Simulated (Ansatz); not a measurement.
A first, cheap relaxation of `[SiH3][NH2+][Al-]([Cl])([Cl])[Cl]`.

```yaml
crystal:
  periodic: [false, false, false]
  atoms:
    - {symbol: Si, position_ang: [-0.004900, -1.284200, 0.977300]}
    - {symbol: N, position_ang: [0.766600, -0.245600, -0.274700]}
    - {symbol: Al, position_ang: [-0.369900, 1.242200, -0.779100]}
    - {symbol: Cl, position_ang: [-2.176100, 0.523800, -1.609600]}
    - {symbol: Cl, position_ang: [0.711900, 2.438600, -2.311000]}
    - {symbol: Cl, position_ang: [-0.736700, 2.523700, 1.002800]}
    - {symbol: H, position_ang: [0.837500, -2.369400, 1.333600]}
    - {symbol: H, position_ang: [-1.282700, -1.739700, 0.422500]}
    - {symbol: H, position_ang: [-0.310500, -0.413000, 2.207500]}
    - {symbol: H, position_ang: [1.677400, 0.103200, 0.140900]}
    - {symbol: H, position_ang: [0.952800, -0.836500, -1.089700]}
basis:
  gaussian: {orbitals: def2-SVP}
hamiltonian: {xc: pbe, dispersion: d4}
relax: {f_tol: 0.03, max_steps: 200}
```

```sh
$ ansatz run in.yaml --threads 4 --pin off --events-out ev --progress --plain --max-ram 11315MiB
```

Output, abridged:

```
Functional definition: PBE
mean field -53578.02307863 eV, -1968.9560316513 hartree, gradient 4.8e-5 eV, S^2 0.000000; 0 other end points of the search recorded, 0 dependent functions left out
relax step   1: F+E_penalty+E_count = -53578.41322677 eV  Δ(F+E_penalty+E_count) = +0.000e0 eV  max|allowed force component| = 2.859e0 eV/Å  Δτ_max = 0.0000 Å  (27 SCF iters, accepted)
mean field -53578.49214113 eV, -1968.9732693801 hartree, gradient 1.7e-5 eV, S^2 0.000000; 0 other end points of the search recorded, 0 dependent functions left out
relax step   2: F+E_penalty+E_count = -53578.88988820 eV  Δ(F+E_penalty+E_count) = -4.767e-1 eV  max|allowed force component| = 1.001e0 eV/Å  Δτ_max = 0.1727 Å  (32 SCF iters, accepted)
mean field -53578.53260281 eV, -1968.9747563193 hartree, gradient 1.4e-5 eV, S^2 0.000000; 0 other end points of the search recorded, 0 dependent functions left out
relax step   3: F+E_penalty+E_count = -53578.92936231 eV  Δ(F+E_penalty+E_count) = -3.947e-2 eV  max|allowed force component| = 5.747e-1 eV/Å  Δτ_max = 0.2000 Å  (27 SCF iters, accepted)
mean field -53578.56575199 eV, -1968.9759745294 hartree, gradient 1.4e-5 eV, S^2 0.000000; 0 other end points of the search recorded, 0 dependent functions left out
relax step   4: F+E_penalty+E_count = -53578.96389906 eV  Δ(F+E_penalty+E_count) = -3.454e-2 eV  max|allowed force component| = 2.356e-1 eV/Å  Δτ_max = 0.2000 Å  (26 SCF iters, accepted)
mean field -53578.59726811 eV, -1968.9771327254 hartree, gradient 1.2e-5 eV, S^2 0.000000; 0 other end points of the search recorded, 0 dependent functions left out
relax step   5: F+E_penalty+E_count = -53578.99225518 eV  Δ(F+E_penalty+E_count) = -2.836e-2 eV  max|allowed force component| = 6.735e-2 eV/Å  Δτ_max = 0.2000 Å  (26 SCF iters, accepted)
mean field -53578.61040343 eV, -1968.9776154396 hartree, gradient 1.5e-5 eV, S^2 0.000000; 0 other end points of the search recorded, 0 dependent functions left out
relax step   6: F+E_penalty+E_count = -53579.00323142 eV  Δ(F+E_penalty+E_count) = -1.098e-2 eV  max|allowed force component| = 2.338e-1 eV/Å  Δτ_max = 0.1951 Å  (26 SCF iters, accepted)
mean field -53578.62918572 eV, -1968.9783056761 hartree, gradient 2.3e-5 eV, S^2 0.000000; 0 other end points of the search recorded, 0 dependent functions left out
relax step   7: F+E_penalty+E_count = -53579.02272812 eV  Δ(F+E_penalty+E_count) = -1.950e-2 eV  max|allowed force component| = 5.751e-2 eV/Å  Δτ_max = 0.1590 Å  (25 SCF iters, accepted)
mean field -53578.62979458 eV, -1968.9783280513 hartree, gradient 1.7e-5 eV, S^2 0.000000; 0 other end points of the search recorded, 0 dependent functions left out
relax step   8: F+E_penalty+E_count = -53579.02353796 eV  Δ(F+E_penalty+E_count) = -8.098e-4 eV  max|allowed force component| = 5.735e-2 eV/Å  Δτ_max = 0.0103 Å  (27 SCF iters, accepted)
mean field -53578.63415470 eV, -1968.9784882828 hartree, gradient 1.7e-5 eV, S^2 0.000000; 0 other end points of the search recorded, 0 dependent functions left out
relax step   9: F+E_penalty+E_count = -53579.02658448 eV  Δ(F+E_penalty+E_count) = -3.047e-3 eV  max|allowed force component| = 1.661e-1 eV/Å  Δτ_max = 0.1953 Å  (27 SCF iters, accepted)
mean field -53578.63834983 eV, -1968.9786424508 hartree, gradient 1.8e-5 eV, S^2 0.000000; 0 other end points of the search recorded, 0 dependent functions left out
relax step  10: F+E_penalty+E_count = -53579.03127815 eV  Δ(F+E_penalty+E_count) = -4.694e-3 eV  max|allowed force component| = 7.968e-2 eV/Å  Δτ_max = 0.0381 Å  (26 SCF iters, accepted)
mean field -53578.64179872 eV, -1968.9787691950 hartree, gradient 1.8e-5 eV, S^2 0.000000; 0 other end points of the search recorded, 0 dependent functions left out
relax step  11: F+E_penalty+E_count = -53579.03426515 eV  Δ(F+E_penalty+E_count) = -2.987e-3 eV  max|allowed force component| = 3.117e-2 eV/Å  Δτ_max = 0.0578 Å  (27 SCF iters, accepted)
mean field -53578.64465343 eV, -1968.9788741040 hartree, gradient 1.6e-5 eV, S^2 0.000000; 0 other end points of the search recorded, 0 dependent functions left out
relax step  12: F+E_penalty+E_count = -53579.03606267 eV  Δ(F+E_penalty+E_count) = -1.798e-3 eV  max|allowed force component| = 4.518e-2 eV/Å  Δτ_max = 0.1042 Å  (27 SCF iters, accepted)
mean field -53578.64515336 eV, -1968.9788924758 hartree, gradient 1.1e-5 eV, S^2 0.000000; 0 other end points of the search recorded, 0 dependent functions left out
relax step  13: F+E_penalty+E_count = -53579.03668904 eV  Δ(F+E_penalty+E_count) = -6.264e-4 eV  max|allowed force component| = 4.395e-2 eV/Å  Δτ_max = 0.0567 Å  (27 SCF iters, accepted)
mean field -53578.64561779 eV, -1968.9789095433 hartree, gradient 1.7e-5 eV, S^2 0.000000; 0 other end points of the search recorded, 0 dependent functions left out
relax step  14: F+E_penalty+E_count = -53579.03702217 eV  Δ(F+E_penalty+E_count) = -3.331e-4 eV  max|allowed force component| = 3.627e-2 eV/Å  Δτ_max = 0.0314 Å  (26 SCF iters, accepted)
mean field -53578.64528882 eV, -1968.9788974541 hartree, gradient 1.7e-5 eV, S^2 0.000000; 0 other end points of the search recorded, 0 dependent functions left out
relax step  15: F+E_penalty+E_count = -53579.03724446 eV  Δ(F+E_penalty+E_count) = -2.223e-4 eV  max|allowed force component| = 2.658e-2 eV/Å  Δτ_max = 0.0086 Å  (28 SCF iters, accepted)
mean field -53578.64528882 eV, -1968.9788974541 hartree, gradient 1.7e-5 eV, S^2 0.000000; 1 other end points of the search recorded, 0 dependent functions left out
Total energy: -53579.03728572 eV, -1968.9933030744 hartree
Atom 0 at    -0.157388    -1.478503     0.734758 Å, force     0.014970     0.012647    -0.010154 eV/Å
Atom 1 at     0.731312    -0.019769     0.045997 Å, force     0.000260    -0.026576     0.004715 eV/Å
Atom 2 at    -0.377315     1.465748    -0.755602 Å, force     0.013467    -0.001991    -0.009065 eV/Å
Atom 3 at    -2.375504     0.739880    -0.517459 Å, force    -0.005780     0.002355     0.003996 eV/Å
Atom 4 at     0.376701     1.485183    -2.753823 Å, force    -0.001895     0.001884     0.005133 eV/Å
Atom 5 at     0.186435     3.098828     0.498921 Å, force    -0.003516     0.003196     0.000582 eV/Å
Atom 6 at     0.902936    -2.404708     1.260758 Å, force    -0.007563     0.002159    -0.002645 eV/Å
Atom 7 at    -0.896536    -2.109028    -0.396548 Å, force     0.004528    -0.000580     0.004971 eV/Å
Atom 8 at    -1.018079    -0.977829     1.844567 Å, force     0.001141     0.000260    -0.000120 eV/Å
Atom 9 at     1.311080     0.441847     0.767545 Å, force    -0.007306     0.000526    -0.006720 eV/Å
Atom 10 at     1.381759    -0.298548    -0.708615 Å, force    -0.008307     0.006120     0.009306 eV/Å
Dipole moment:     0.598161    -0.964628     0.516061 e Å
```

Run time 27 s (4 threads of an Intel Xeon Platinum 8259CL on a shared host); peak host memory 0.21 GiB.
